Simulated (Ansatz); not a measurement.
Ansatz (a quantum-chemistry and plane-wave program) input (PBE0/def2-SVP):

Ansatz 0.2 input:
```yaml
crystal:
  periodic: [false, false, false]
  atoms:
    - {symbol: C, position_ang: [-2.85475326, -0.15774737, 0.09723908]}
    - {symbol: C, position_ang: [-1.38200292, -0.23481575, 0.51935804]}
    - {symbol: O, position_ang: [-1.08347201, -0.59952137, 1.64542347]}
    - {symbol: O, position_ang: [-0.58938599, 0.12287802, -0.44325695]}
    - {symbol: Ge, position_ang: [1.41420843, 0.21368181, -0.45215748]}
    - {symbol: H, position_ang: [-3.50262199, -0.46163944, 0.91839963]}
    - {symbol: H, position_ang: [-3.09711521, 0.86234496, -0.20859245]}
    - {symbol: H, position_ang: [-3.02411402, -0.80320507, -0.76737753]}
    - {symbol: H, position_ang: [1.63444565, -1.23205966, 0.23625045]}
    - {symbol: H, position_ang: [1.53813666, 0.96526668, 0.97344426]}
basis:
  gaussian:
    orbitals: def2-SVP
hamiltonian:
  xc: {name: PBE0}
total_charge: -1
```

Output:

```
Functional definition: PBE0
integrals: 0.07 GiB planned
1123 factors; integrals over basis functions are off by at most 1.2e-3 eV
0.17 GiB of the device are held for the grids
0.68 GiB of device memory are held for the factors and their scratch space
mean field: 0.22 GiB planned
mean field evaluation 1: about -62740.3635 eV, gradient 3.9e1 eV
mean field evaluation 2: about -62737.3246 eV, gradient 5.8e1 eV
mean field evaluation 4: about -62743.3703 eV, gradient 3.2e0 eV
mean field evaluation 8: about -62743.5288 eV, gradient 2.6e-1 eV
mean field evaluation 16: about -62743.5289 eV, gradient 5.4e-5 eV
mean field -62743.52894471 eV, -2305.7821596266 hartree, gradient 5.4e-5 eV, S^2 0.000000; 0 other end points of the search recorded, 0 dependent functions left out
reference -62743.52897132 eV, -2305.7821606044 hartree; 33, 33 occupied and 80, 80 virtual orbitals, 1123 factors
Total energy: -62743.52897132 eV, -2305.7821606044 hartree
```

It need not be the lowest isomer of its formula. Whether it binds its extra electron was not tested at this geometry.
